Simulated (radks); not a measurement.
The numbers below are computed, except where a source is named.
Q: The mean radii <r> (bohr) of the occupied orbitals of an atom or ion are listed with their occupations. Level of theory: non-relativistic Kohn-Sham, LDA (Slater exchange, Perdew-Zunger correlation), spin-polarised, spherical densities, point nucleus (a radial shooting solver on a logarithmic mesh with Libxc functionals).

orbital  occ.      <r>
1s down     1  0.02166
1s up       1  0.02166
2s up       1  0.09180
2s down     1  0.09180
2p up       3  0.07771
2p down     3  0.07770
3s up       1   0.2343
3s down     1   0.2341
3p up       3   0.2241
3p down     3   0.2239
3d up       5   0.1973
3d down     5   0.1971
4s up       1   0.5054
4s down     1   0.5060
4p up       3   0.5094
4p down     3   0.5102
4d up       5   0.5149
4d down     5   0.5160
4f up       4   0.5134

Name the element and its charge. Open shells, if any, are filled with parallel spins first.

A: Z = 70, ytterbium, charge +20: Yb20+ in [Kr] 4d10 4f4. The 1s radius gives Z: for a bare nucleus <r> = 1.5/Z, 0.02143 bohr for Z = 70, and screening makes it slightly larger (0.02166 here). The occupations add up to 50, and the charge is Z minus that.
